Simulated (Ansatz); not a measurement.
Computed with Ansatz on PBE0-D4/def2-TZVP structures; ΔE is electronic, products minus reactants. CCSD(T)/CBS adds triple-zeta CCSD(T) − MP2 to the extrapolated MP2 energy (def2 sets, frozen cores). DFT in def2-TZVPP. B3LYP here is the variant with VWN-RPA as its local correlation; programs differ in this. For Br outer-core shells are correlated without core-valence functions, which leaves a few kJ/mol of doubt a bond. Scalar relativity is left out up to krypton. Each species was taken in one conformer, which may not be the lowest.

Reaction (formal exchange of groups at the Al–Br bond): `[AlH2][Br]` + `B[SiH2]BO` → `B[SiH2][B](O)[AlH2]` + HBr

| level | ΔE (kJ/mol) |
| --- | --- |
| PBE0-D4 | 193.4 |
| B3LYP-D4 | 205.7 |
| B2PLYP | 218.3 |
| r2SCAN | 196.6 |

Question: What does CCSD(T)/CBS give? (Best estimate.)

Answer: Ansatz gave: +213.9 kJ/mol. The listed levels differ from it by -20.5, -8.2, 4.4, -17.3 kJ/mol.

Largest T1 diagnostic among the species: 0.020, so the coupled-cluster value is less sure than usual.

From PBE to PBE0 (25 % exact exchange), in def2-TZVPP and without D4, ΔE moves by +18.6 kJ/mol. The D4 term adds −7.2 kJ/mol with B3LYP and −4.1 kJ/mol with PBE0; it sums over pairs of atoms, weighted by their polarisabilities, and B3LYP, whose exchange is more repulsive, gets the larger term.
